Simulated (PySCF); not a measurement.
H₄PSi, doublet, at a GFN2-xTB geometry; CCSD/def2-SVP in PySCF.

Input for PySCF:
```python
from pyscf import gto, scf, cc

mol = gto.Mole()
mol.atom = '''
    Si   -0.97872011   -0.33820566    0.07300160
    P     1.08651768    0.46699887   -0.09994921
    H    -1.19912428   -0.90647755    1.40533045
    H    -1.89321088    0.77756588   -0.15450586
    H    -1.20661833   -1.38753052   -0.92378867
    H     1.70326986   -0.75366158    0.15017985
'''
mol.basis = 'def2-svp'
mol.spin = 1
mol.verbose = 3
mol.build()

mf = scf.UHF(mol)
mf.kernel()

mycc = cc.CCSD(mf)
mycc.kernel()
print('E(CCSD) = %.10f' % mycc.e_tot)
mf.analyze()
```

Task: What does PySCF print? Leave out banner, timings and long lists.

Result: 
```
converged SCF energy = -631.774739938034  <S^2> = 0.76211535  2S+1 = 2.0120789
E(UCCSD) = -632.0387835209347  E_corr = -0.2640435829005014
E(CCSD) = -632.0387835209
**** MO energy ****
                             alpha | beta                alpha | beta
MO #1   energy= -79.9140702755775  | -79.9073627283484  occ= 1 | 1
MO #2   energy= -68.7575223210748  | -68.7580562652719  occ= 1 | 1
MO #3   energy= -7.48847911497176  | -7.48069756653834  occ= 1 | 1
MO #4   energy= -6.13306902117269  | -6.13384274170853  occ= 1 | 1
MO #5   energy= -5.39709354683581  | -5.37960674377589  occ= 1 | 1
MO #6   energy= -5.38399086372436  | -5.3789041672542   occ= 1 | 1
MO #7   energy= -5.38252945701434  | -5.36652427371651  occ= 1 | 1
MO #8   energy= -4.24287958940392  | -4.24429358178441  occ= 1 | 1
MO #9   energy= -4.2428388392786   | -4.24339731100802  occ= 1 | 1
MO #10  energy= -4.24273140548182  | -4.24324868229482  occ= 1 | 1
MO #11  energy= -0.865080402191399 | -0.808106625309398 occ= 1 | 1
MO #12  energy= -0.704181429359765 | -0.689218545892106 occ= 1 | 1
MO #13  energy= -0.51886909161483  | -0.510757136028996 occ= 1 | 1
MO #14  energy= -0.506813061981232 | -0.493765216928789 occ= 1 | 1
MO #15  energy= -0.471643087132845 | -0.462797562499872 occ= 1 | 1
MO #16  energy= -0.390803328016342 | -0.3722700080731   occ= 1 | 1
MO #17  energy= -0.37157702810708  | 0.0332604813143029 occ= 1 | 0
MO #18  energy= 0.158414178385464  | 0.16599191630234   occ= 0 | 0
MO #19  energy= 0.170409543507525  | 0.176048656512686  occ= 0 | 0
MO #20  energy= 0.181528704523596  | 0.191795354572564  occ= 0 | 0
MO #21  energy= 0.18803551874489   | 0.203159602216531  occ= 0 | 0
MO #22  energy= 0.231920172941976  | 0.240376314505465  occ= 0 | 0
MO #23  energy= 0.351022627367199  | 0.358432939686806  occ= 0 | 0
MO #24  energy= 0.4334267290807    | 0.435980353527826  occ= 0 | 0
MO #25  energy= 0.45362641359266   | 0.458147990409674  occ= 0 | 0

To work with the spin densities directly, `use mulliken_meta_spin()` only printing them here.

 ** Mulliken spin pop alpha/beta on meta-lowdin orthogonal AOs **
 ** Mulliken Spin Density (per atom)  **
spin density of  0 Si =     -0.04483
spin density of  1 P =      1.03218
spin density of  2 H =      0.02160
spin density of  3 H =     -0.00133
spin density of  4 H =      0.02160
spin density of  5 H =     -0.02921
 ** Mulliken pop alpha/beta on meta-lowdin orthogonal AOs **
 ** Mulliken atomic charges   ( Nelec_alpha | Nelec_beta ) **
charge of  0Si =      0.51638  (     6.71940      6.76423 )
charge of  1P =     -0.10298  (     8.06758      7.03540 )
charge of  2H =     -0.13065  (     0.57612      0.55453 )
charge of  3H =     -0.13156  (     0.56512      0.56645 )
charge of  4H =     -0.13065  (     0.57612      0.55453 )
charge of  5H =     -0.02053  (     0.49566      0.52487 )
Dipole moment(X, Y, Z, Debye): -0.38860, -0.84147,  0.17505
```
